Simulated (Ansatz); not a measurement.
Frontier orbitals of CH4FGeNS, SMILES `N=C(F)[S][GeH3]`.

The species carries charge 0 and has multiplicity 1. Correlated methods include outer-core shells of Ge, which these sets cover unevenly. Scalar relativity is left out up to krypton. The structure was optimised at the PBE0-D4/def2-TZVP level. It is one conformer, not always the lowest. Basis def2-TZVPP, Ansatz 0.2.0.

Orbital energies of one run (eV). Highest occupied ones, from the top: -6.61, -7.50, -8.43, -8.78, -9.27, -9.49, -10.11, -12.51, -12.54, -13.79, -14.85, -15.95, -20.14, -24.40. Empty: -1.04, -0.97, -0.18, 0.33, 1.01, 1.08.

Q: Which functional gave them?
A. BHLYP
B. HSE06 (plane-wave form)
C. LC-ωPBE
D. r2SCAN

A: D. HOMO energies: r2SCAN -6.61, LC-ωPBE -10.14, HSE06 -7.12, BHLYP -8.56 eV.

LC-ωPBE has ω = 0.4 bohr⁻¹.
